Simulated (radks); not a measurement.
Values are calculated unless marked as measured or tabulated.
Problem. The mean radii <r> (bohr) of the occupied orbitals of an atom or ion are listed with their occupations. Code: a radial shooting solver on a logarithmic mesh with Libxc functionals. Model: scalar-relativistic Kohn-Sham, PBEsol, spin-polarised, spherical densities, finite nucleus; Fermi nuclear charge, rms radius of each element as measured or else 0.836 A^(1/3) + 0.57 fm.

orbital  occ.      <r>
1s up       1  0.02723
1s down     1  0.02723
2s up       1   0.1157
2s down     1   0.1156
2p up       3   0.1010
2p down     3   0.1009
3s up       1   0.2820
3s down     1   0.2825
3p up       3   0.2736

Name the element and its charge. Open shells, if any, are filled with parallel spins first.

Solution. Z = 53, iodine, charge +38: I38+ in [Ne] 3s2 3p3. The 1s radius gives Z: for a bare nucleus <r> = (2 gamma + 1)/(2Z) with gamma = sqrt(1 - (Z/c)^2), 0.02683 bohr for Z = 53, and screening makes it slightly larger (0.02723 here). The occupations add up to 15, and the charge is Z minus that.
